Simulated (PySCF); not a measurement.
# Field gradients at the hydrogen positions

C₄H₈Cl₃FSi₂.
Cartesian coordinates in Å at the GFN2-xTB level; atoms count from 1:
```xyz
18
C4H8Cl3FSi2 angstrom
F      0.8525   -1.4377    0.4950
C      1.0336   -0.1170    0.1973
C      2.2684    0.2943   -0.0612
Si     3.7699   -0.8550   -0.0619
Si    -0.5681    0.9081    0.2036
Cl    -0.8639    1.6458   -1.6515
C     -1.9837   -0.3052    0.6231
C     -3.3399    0.2710    0.3136
Cl    -3.5800    1.8021    1.1867
Cl    -4.6427   -0.8617    0.7725
H      2.3809    1.3422   -0.2916
H      3.5828   -1.8593   -1.1088
H      3.8733   -1.4875    1.2525
H      4.9486   -0.0323   -0.3380
H     -0.4582    2.0129    1.1506
H     -1.9399   -0.5704    1.6796
H     -1.8702   -1.2346    0.0608
H     -3.4722    0.4909   -0.7471
```

Level: PBE0/pcSseg-1 (PySCF, non-relativistic); Q(2H) = 0.00286 b; rigid geometry, the same for H and D, with no vibrational averaging.

Question: Rank these positions by the coupling χzz of a deuteron there, largest first.
A. H11 (vinylic hydrogen)
B. H18 (methine hydrogen)
C. H15 (Si–H hydrogen)
D. H16 (methylene hydrogen)

Answer: A (225 kHz), D (206 kHz), B (192 kHz), C (109 kHz).

Q: What are Vzz, η and χzz (234.96 MHz × Q × Vzz) at all hydrogens?

A: 
```csv
atom,bonded to,bond length (Å),Vzz (au),η,χzz (kHz)
H11,C3,1.079,0.3348,0.06,225
H12,Si4,1.463,0.1630,0.01,110
H13,Si4,1.462,0.1633,0.01,110
H14,Si4,1.464,0.1615,0.02,109
H15,Si5,1.459,0.1616,0.02,109
H16,C7,1.090,0.3072,0.04,206
H17,C7,1.092,0.3034,0.04,204
H18,C8,1.091,0.2860,0.02,192
```

Q: Average by the element that carries the hydrogen.

A: on C: 207 kHz over 4 positions, mean bond length 1.088 Å; on Si: 109 kHz over 4 positions, mean bond length 1.462 Å.

One conformer (not necessarily the lowest) at the GFN2-xTB geometry, without solvent, vibrations or thermal averaging. GFN2-xTB bond lengths can be off by several hundredths of an ångström, more for odd bonds, and the gradients follow them. These gradients aren't converged with respect to the basis.
